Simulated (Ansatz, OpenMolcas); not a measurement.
Br2 (SMILES BrBr): the vertical ionisation energy from total energies

The species is Br2 (2 atoms), meant as a singlet with charge 0. SMILES: `BrBr`. The coordinates come from a PBE0-D4/def2-TZVP relaxation.

```xyz
2

Br    0.9730   -0.3254    0.4985
Br   -0.9730    0.3254   -0.4985
```

Both states at this one shape; open shells run unrestricted unless said. 1 Eh = 27.2114 eV.

| level | program | singlet Br2 (Eh) | doublet [Br2]+ (Eh) |
| --- | --- | --- | --- |
| r2SCAN/aug-cc-pVTZ | OpenMolcas | -5148.362851 | -5147.977364 |
| MP2/STO-3G, 18 core orbitals frozen | Ansatz | -5089.344150 | -5089.047627 |
| BCCD(T)/STO-3G, 18 core orbitals frozen | Ansatz | -5089.351916 | -5089.070546 |

**Question.** Work out the vertical ionisation energy at each level.

**Answer.** 
1. r2SCAN/aug-cc-pVTZ: -5147.977364 − (-5148.362851) = 0.385487 Eh = 10.49 eV.
2. MP2/STO-3G: -5089.047627 − (-5089.344150) = 0.296523 Eh = 8.07 eV.
3. BCCD(T)/STO-3G: -5089.070546 − (-5089.351916) = 0.281370 Eh = 7.66 eV.

No measured value is set beside it here; the levels span 7.66 to 10.49 eV. Spin-orbit coupling, which splits open shells on such heavy atoms by tenths of an eV, is left out. Minimal sets are far from the basis-set limit. All-electron rows are non-relativistic unless named.
